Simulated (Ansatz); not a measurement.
Compare A (`C=[C](N)[GaH][CH3]`) with its isomer B (`C[CH]1C[NH][GaH]1`).

Computed with Ansatz on PBE0-D4/def2-TZVP structures; ΔE is electronic, products minus reactants. CCSD(T)/CBS is the MP2 limit (def2-TZVPP, def2-QZVPP) plus CCSD(T) − MP2 in def2-TZVPP, frozen cores. DFT in def2-TZVPP. For Ga outer-core shells are correlated without core-valence functions, which leaves a few kJ/mol of doubt a bond. Scalar relativity is left out up to krypton. One conformer a species, not always the lowest.

(1) Which is lower in electronic energy at CCSD(T)/CBS, and by how much? (Best estimate.)

(2) Give E(B) − E(A) in kcal/mol with CCSD(T)/def2-TZVPP, PBE-D4, B2PLYP, CCSD/def2-TZVPP, ωB97M-V, r2SCAN-D4, MP2/def2-TZVPP. (Best estimate.)

Largest T1 diagnostic: 0.014.

## Answers

(1) Computed: B, by 4.7 kcal/mol.

(2) The calculation gave: CCSD(T)/def2-TZVPP -4.7, PBE-D4 -4.0, B2PLYP -2.3, CCSD/def2-TZVPP -4.4, ωB97M-V -3.2, r2SCAN-D4 -3.3, MP2/def2-TZVPP -6.3. None reverses the order clearly.

The D4 term adds −0.8 kcal/mol with B3LYP and −0.4 kcal/mol with PBE0; it sums over pairs of atoms, weighted by their polarisabilities, and B3LYP, whose exchange is more repulsive, gets the larger term. In def2-TZVPP, CCSD(T) changes the Hartree–Fock value by −6.7 kcal/mol (the triples alone add −0.4 kcal/mol) and MP2 by −8.2 kcal/mol.

B3LYP here is the variant with VWN-RPA as its local correlation; programs differ in this.
